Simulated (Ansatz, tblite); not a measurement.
Isomers of Ag$_{2}$Au$_{4}$⁺ (doublet), found by a short tight-binding search and relaxed with PBE-D4/def2-SVP in Ansatz.

In the def2 sets Ag, Au take a core potential; there is no spin–orbit coupling. The xTB rows come from tblite. Correlated methods freeze no core orbitals; core or outer-core shells of Au, Ag are correlated, in sets that lack core-valence functions.

C: At BLYP-D4/def2-TZVP the gap within one spin of the charge 1 doublet nearly closes, so an electron or hole may be smeared out by delocalisation error.

Other spin states weren't relaxed.

A:

```xyz
6

Au   -0.0737    0.8202   -2.3645
Au    0.0925    2.2995   -0.0616
Au   -0.0135   -0.4861    0.0234
Au    0.0314   -1.7246    2.3338
Ag    0.0464    0.9785    2.4122
Ag   -0.0831   -1.8876   -2.3433
```

B:

| atom | x (Å) | y (Å) | z (Å) |
| --- | --- | --- | --- |
| Au1 | -0.7210 | -1.4189 | -0.3299 |
| Au2 | -0.5671 | -2.0050 | 2.2737 |
| Au3 | 0.4169 | 0.3484 | 1.4720 |
| Au4 | 1.3974 | 2.6682 | 0.7216 |
| Ag5 | -0.8656 | -0.7115 | -2.9277 |
| Ag6 | 0.3394 | 1.1189 | -1.2097 |

C:

```xyz
6

Au    0.049   -1.410   -0.775
Au   -0.113    2.722    1.501
Au    0.390    1.386   -0.726
Au   -0.776   -2.668    1.400
Ag    0.939   -0.061   -2.973
Ag   -0.490    0.031    1.572
```

D:

Cartesian coordinates in Å:
```
Au 0.803 0.952 -2.610
Au 0.235 0.392 -0.088
Au -0.335 -0.167 2.476
Au -0.507 -1.351 -2.112
Ag -1.177 -1.973 0.503
Ag 0.981 2.147 1.831
```

E:

```xyz
6

Au    0.520    0.569   -2.810
Au   -1.107   -0.818    2.124
Au   -0.257   -0.101   -0.383
Au   -2.604   -1.380   -0.018
Ag    2.152    1.209   -0.765
Ag    1.297    0.520    1.852
```

**Question.** Estimate their order by electronic energy at RPA@PBE/def2-TZVP, counted from the lowest.

**Answer.** D (0.0) < A (6.9) < E (17.4) < B (25.3) < C (25.3), in kJ/mol. Gaps under about 2 kJ/mol are ties within the noise of geometry and basis.

**Question.** Do the other levels pick the same lowest one?

**Answer.** Not GFN2-xTB. Energies above each level's lowest (kJ/mol):

```
               level      A     B     C      D      E
            GFN1-xTB    2.7   1.9   2.9    0.0   14.4
            GFN2-xTB  114.3   0.0  23.6  181.6  110.8
        HF/def2-TZVP    3.8  31.8  22.2    0.0   22.9
     PBE-D4/def2-SVP    2.6  19.2  14.3    0.0   13.4
    PBE-D4/def2-TZVP    4.2  19.4  17.9    0.0   13.2
   BLYP-D4/def2-TZVP    3.4  18.1  15.2    0.0   12.0
 r2SCAN-D4/def2-TZVP    4.0  21.4  18.8    0.0   15.4
r2SCANh-D4/def2-TZVP    4.3  24.8  21.3    0.0   16.7
    PBE0-D4/def2-SVP    3.4  28.1  20.7    0.0   16.9
   PBE0-D4/def2-TZVP    5.1  28.8  24.7    0.0   16.6
   RPA@PBE/def2-TZVP    6.9  25.3  25.3    0.0   17.4
       MP2/def2-TZVP    7.9  44.2  46.1    0.0   28.7
```
Point groups (tolerance 0.1 Å): A not assigned, B Cs, C C2v, D not assigned, E Cs. Lower isomers may exist.
